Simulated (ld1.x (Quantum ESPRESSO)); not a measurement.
## What one change does to a pseudopotential (C (Z = 6), TM)

```json
{
 "Element": "C",
 "Generator": "ld1.x (Quantum ESPRESSO) 7.5",
 "Type": "norm-conserving Troullier–Martins (Kleinman–Bylander form)",
 "Functional": "PBE",
 "Relativity": "scalar-relativistic",
 "Frozen core": "[He]",
 "Valence charge": "4",
 "Reference configuration": "2s2 2p1 (charge +1)",
 "Partial waves": "2s (bound): rc 0.80 bohr; 3d channel at 0.3 Ry: rc 1.60 bohr; 2p (bound): rc 1.65 bohr",
 "Local potential": "the p channel",
 "Core correction": "none"
}
```

Change: core correction a·sin(br)/r model core inside 0.66 bohr.

Cutoffs: the cutoffs (Ry, on a coarse ladder) from which the occupation-weighted sum of valence levels, in a spherical-Bessel basis at the reference potential, stays within 10 and 1 mRy of its value at 400 Ry; they do not see the model core or the augmentation charge, which bear on the density cutoff. Errors are all-electron minus pseudo energies relative to the spin-unpolarised reference configuration.

**Question.** Predict the effect on cutoff, ghosts and configuration errors.

**Answer.** The potential gets neither clearly harder nor softer (100 Ry and 230 Ry → 100 Ry and 230 Ry); of the 7 tests that both files solve, the error grows in 0 and shrinks in 5 by more than 15 % and 0.3 meV (median size 75.0 → 42.6 meV); neither file shows a bound ghost. Exchange and correlation are not linear in the density, so unscreening with the valence charge alone errs where core and valence overlap; a model core restores that term. A model core, the more so a compact one, raises the density cutoff, which this test does not measure.

| quantity | base | changed |
| --- | --- | --- |
| cutoff, loose | 100 Ry | 100 Ry |
| cutoff, tight | 230 Ry | 230 Ry |
| bound ghosts | none | none |
| error for 2s2 2p2, meV [ΔE -10.86 eV] | +13 | +9.2 |
| error for 2s2 2p0, meV [ΔE 24.16 eV] | +95 | +82 |
| error for 2s1 2p0, meV [ΔE 72.35 eV] | +273 | +259 |
| error for 2s1 2p2, meV [ΔE 8.75 eV] | +33 | +16 |
| error for 2s2 2p2.3, meV [ΔE -12.02 eV] | +15 | +9.6 |
| error for 2s1 2p3, meV [ΔE -2.38 eV] | +75 | +43 |
| error for 2s0 2p4, meV [ΔE 6.11 eV] | +163 | +93 |
| s: phases at 1.80 bohr within 0.05 rad from the reference energy up to (Ry; the scan ends near 5) | 4.5 | 4.5 |
| p: phases at 1.80 bohr within 0.05 rad from the reference energy up to (Ry; the scan ends near 5) | 2.3 | 2.3 |
| d: phases at 1.80 bohr within 0.05 rad from the reference energy up to (Ry; the scan ends near 5) | to the end of the scan | to the end of the scan |
